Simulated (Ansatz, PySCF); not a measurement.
Molecule: Si₂H₄ (charge 0, singlet). 
Geometry from a B3LYP-D3(BJ)/def2-TZVP (Ansatz, a quantum-chemistry and plane-wave program) optimisation:
SMILES: [SiH3][SiH]
```xyz
6

Si     0.0071     1.0500     0.8096
H     -0.4184     1.8608    -0.4081
Si     0.0198    -0.9006    -0.5838
H      0.9769    -0.6998    -1.7070
H     -1.3363    -1.1013    -1.1659
H      0.4013    -2.1512     0.1194
```
Charge 0, spin multiplicity 1.

Property: vertical ionisation energy (to the doublet state of charge +1; each state is the SCF solution reached for its spin; for the singlet the Hartree-Fock reference is unstable and T1 is 0.015), in eV. Correlated levels leave the core frozen unless marked. UHF or UKS for open shells. Spin-orbit coupling is left out. Non-relativistic. Basis-set limits of correlation are two-point, X^-3; Hartree-Fock from the larger set. [CCSD(T)-MP2]/basis is that difference in the basis named.

| level | program | vertical ionisation energy (eV) |
|---|---|---|
| B3LYP/def2-TZVPD | Ansatz | ? |
| BHLYP/def2-TZVPD | Ansatz | 8.64 |
| M06-2X/def2-TZVPD | PySCF | 8.71 |
| CAM-B3LYP/def2-TZVPD | Ansatz | 8.77 |
| wB97X-V/def2-TZVPD | Ansatz | ? |
| SCS-MP2/def2-SVPD | Ansatz | 8.61 |
| CCSD/def2-SVPD | Ansatz | ? |
| RI-MP2/CBS(aug-cc-pV(T+d)Z,aug-cc-pV(Q+d)Z)+[CCSD(T)-MP2]/aug-cc-pV(T+d)Z | Ansatz | 8.94 |

Question: Some entries are withheld; supply them.

Answer: 
- B3LYP/def2-TZVPD, vertical ionisation energy (eV): 8.76
- wB97X-V/def2-TZVPD, vertical ionisation energy (eV): 8.78
- CCSD/def2-SVPD, vertical ionisation energy (eV): 8.68
